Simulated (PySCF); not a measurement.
CH3ClGa, charge +1.

```xyz
6

Ga     0.0000     0.0000    -0.2870
C      0.0000     0.0000    -2.1933
H     -0.8971    -0.5179    -2.5373
H      0.8971    -0.5179    -2.5373
H      0.0000     1.0358    -2.5373
Cl     0.0000     0.0000     1.7452
```
Charge +1, spin multiplicity 1.

Geometry optimised at ωB97X-D3(BJ)/def2-TZVP. The spin state was assumed, not searched. The isomer is the one that the SMILES or the coordinates give; other isomers of the formula were not compared.

These are PySCF with KT2/pcSseg-2 values and carry that method's errors. Non-relativistic, no solvent.

Problem. Give the absolute GIAO shielding of each atom: isotropic value and principal components (ppm). (Estimate from the structure and the level; the computed values follow.)

Solution. 
| atom | σ(iso) | σ11 | σ22 | σ33 | span |
|---|---|---|---|---|---|
| Ga1 | 1481.7 | 910.7 | 910.7 | 2623.5 | 1712.8 |
| C2 | 169.1 | 150.0 | 150.0 | 207.5 | 57.5 |
| H3 | 28.9 | 23.8 | 25.7 | 37.2 | 13.4 |
| H4 | 28.9 | 23.8 | 25.7 | 37.2 | 13.4 |
| H5 | 28.9 | 23.8 | 25.7 | 37.2 | 13.4 |
| Cl6 | 699.5 | 475.1 | 475.1 | 1148.4 | 673.3 |
